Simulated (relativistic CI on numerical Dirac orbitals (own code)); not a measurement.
Hyperfine structure of In¹¹⁺, mass number 115

Computed by Dirac-Coulomb-Breit CI, separate exchange-only KLI orbitals for each configuration, a model potential for QED, unscaled Slater integrals (own radial code, finite nucleus).

Configuration list (outside the closed core [Ar] 3d10): 4s2.4p6.4d2, 4s2.4p5.4d3, 4s2.4p6.4d.4f, 4s2.4p6.4d.5s, 4s.4p6.4d3, 4s2.4p6.4d.5p, 4s2.4p5.4d2.4f, 4s2.4p6.4f.5s, 4s2.4p6.4d.5d, 4s2.4p6.5s.5p, 4s.4p6.4d2.4f, 4s2.4p6.4f2, 4s2.4p5.4f3, 4s2.4p6.5s2, 4s2.4p5.4f.5s2, 4s2.4p6.4f.5p, 4s2.4p5.4f2.5p. Double excitations out of closed p, d and f shells are left out; levels of such configurations are missing from the list, as are those of other unlisted configurations, and high levels can miss mixing partners. These lack a partner that the ground configuration has and come out too high: 4s.4p6.4d2.4f.

Nuclear spin I = 9/2, μ = 5.5326 μN, Q = 0.772 b (tables of Stone and Pyykkö). The electronic factors are computed for point nuclear moments, without core polarisation or the Bohr-Weisskopf and QED corrections.

```json
{"Level": "4s2.4p6.4d2 3F_2", "E (eV)": "0.0000", "A (MHz)": "3671", "B (MHz)": "556"}
{"Level": "4s2.4p6.4d2 3F_3", "E (eV)": "0.9841", "A (MHz)": "2217", "B (MHz)": "725"}
{"Level": "4s2.4p6.4d2 3F_4", "E (eV)": "1.9298", "A (MHz)": "1781", "B (MHz)": "1130"}
{"Level": "4s2.4p6.4d2 1D_2", "E (eV)": "3.0379", "A (MHz)": "1981", "B (MHz)": "-961"}
{"Level": "4s2.4p6.4d2 3P_1", "E (eV)": "3.3410", "A (MHz)": "20.26", "B (MHz)": "710"}
{"Level": "4s2.4p6.4d2 3P_2", "E (eV)": "4.5353", "A (MHz)": "1570", "B (MHz)": "-1190"}
{"Level": "4s2.4p6.4d2 1G_4", "E (eV)": "4.7037", "A (MHz)": "2183", "B (MHz)": "3940"}
{"Level": "4s2.4p5.4d3 5D°_2", "E (eV)": "62.1689", "A (MHz)": "4974", "B (MHz)": "3130"}
```

Levels with J = 0, under 50 % of one LS term, or S terms without an open s electron are left out. Small factors come from cancelling terms and can be off by tens of per cent or more.

At this charge energies of transitions that change n are usually good to better than 1 %, and those within a shell (Δn = 0) to a few per cent. Terms inside the open d or f shell come out 10 to 20 % too wide with unscaled integrals.

Question: Give the hyperfine levels of 4s2.4p6.4d2 3F_2 relative to its centre of gravity.

Answer: With K = F(F + 1) − I(I + 1) − J(J + 1), E = AK/2 + B[¾K(K + 1) − I(I + 1)J(J + 1)]/[2I(2I − 1)J(2J − 1)]: F = 5/2: -40130, F = 7/2: -27520, F = 9/2: -11180, F = 11/2: 9015, F = 13/2: 33180 MHz.

LS names give the leading component of a level, which can be under half, so a name can repeat, a term be missing and a line seem to break the LS rules.
